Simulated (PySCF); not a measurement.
One of the candidates below gave these computed data.

All candidates are C4H10O2S.

| technique | computed result |
| --- | --- |
| 1H NMR | chemical shifts (computed TMS as zero) by class: 4.37 (1 H), 4.20 (3 H), 2.48 (3 H), 0.98 (3 H) ppm [GIAO PBE0/pcSseg-1] |
| NMR, other nuclei | isotropic shieldings of nuclei other than C and H, by class: 267 (1 O), 291 (1 O), 118 (1 S) ppm [GIAO PBE0/pcSseg-1] |
| Rotational structure | rotational constants A, B, C: 2.549, 1.971, 1.510 GHz [GFN2-xTB] |
| Dipole | 2.88 D [PBE0/pcSseg-1] |
| 13C NMR | chemical shifts (computed TMS as zero) by class: 100.1 (1 C), 63.0 (1 C), 34.8 (1 C), 17.3 (1 C) ppm [GIAO PBE0/pcSseg-1] |

Electronic properties: PySCF, gas phase, density fitting. Levels stand in brackets. Isolated species at its GFN2-xTB geometry (one conformer only). Each NMR value is the plain mean over a class of atoms that symmetry, rotation or inversion makes alike.

Task: Which candidate is it?
A. `CO[C@@H](C)[S@@](C)=O`
B. `CCS(=O)(=O)CC`
C. `CCCS(C)(=O)=O`

Result: A. It is `CO[C@@H](C)[S@@](C)=O`. Numbering: `[CH3:1][O:2][C@@H:3]([CH3:4])[S@@:5]([CH3:6])=[O:7]`. 4 carbons fall into 4 classes; from least to most shielded: sp3 carbon bound to oxygen [C3] (100.1 ppm), methoxy carbon [C1] (63.0 ppm), S-methyl carbon [C6] (34.8 ppm), methyl carbon [C4] (17.3 ppm). Hydrogen classes from least to most shielded: 1 H on an sp3 carbon bound to oxygen, C3 (4.37 ppm), 3 H on a methoxy carbon, C1 (4.20 ppm, a mean of values up to 1.6 ppm apart in this geometry), 3 H on an S-methyl carbon, C6 (2.48 ppm, a mean of values up to 2.4 ppm apart in this geometry), 3 H on a methyl carbon, C4 (0.98 ppm, a mean of values up to 0.8 ppm apart in this geometry). The other shieldings belong to: 267 ppm, sulfinyl oxygen [O7]; 291 ppm, ether oxygen [O2]; 118 ppm, sulfinyl sulfur [S5]. The optimised geometry has point group C1 and is an asymmetric top.

The others, at the same levels:
- `CCCS(C)(=O)=O` fails: its computed 13C shifts are 62.1 (1 C), 48.7 (1 C), 18.1 (1 C), 15.7 (1 C) ppm, 1H shifts are 2.59 (3 H), 2.53 (2 H), 2.09 (2 H), 1.37 (3 H) ppm and rotational constant A is 3.829 GHz (against 2.549 GHz).
- `CCS(=O)(=O)CC` fails: it has 2 carbon classes against 4; its computed 13C shifts are 56.6 (2 C), 5.2 (2 C) ppm, 1H shifts are 2.58 (4 H), 1.61 (6 H) ppm and rotational constant A is 4.362 GHz (against 2.549 GHz).

Each candidate is one conformer, not necessarily the lowest. The conformers computed, where there is a choice (atom-mapped SMILES and torsion angles):
- `[CH3:1][O:2][C@@H:3]([CH3:4])[S@@:5]([CH3:6])=[O:7]`: C1–O2–C3–C4 160°, O2–C3–S5–C6 -45°
- `[CH3:1][CH2:2][CH2:3][S:4]([CH3:5])(=[O:6])=[O:7]`: C1–C2–C3–S4 73°, C2–C3–S4–C5 167°
- `[CH3:1][CH2:2][S:3](=[O:4])(=[O:5])[CH2:6][CH3:7]`: C1–C2–S3–O4 -64°, C2–S3–C6–C7 180°
